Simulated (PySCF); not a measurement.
# Correlation energy of Si⁻ (silicon, charge -1)

[Ne] 3s2 3p3, high-spin 4S determinant. All numbers are calculated (PySCF 2.14, the non-relativistic Hamiltonian (point nucleus), in aug-cc-pwCVTZ (8s7p5d3f, 75 functions)). Frozen: [Ne]; 5 electrons correlated.

MP2 pair energies summed by pair of shells (mhartree):

```tsv
pair	energy	share (%)
3s-3p	-47.74	61.9
3p-3p	-16.80	21.8
3s-3s	-12.53	16.3
```

Total MP2 correlation energy: -77.07 mhartree.

Same-spin part -22.23 and opposite-spin part -54.84 mhartree; SCS-MP2 scales them by 1/3 and 6/5 to -73.22 mhartree.
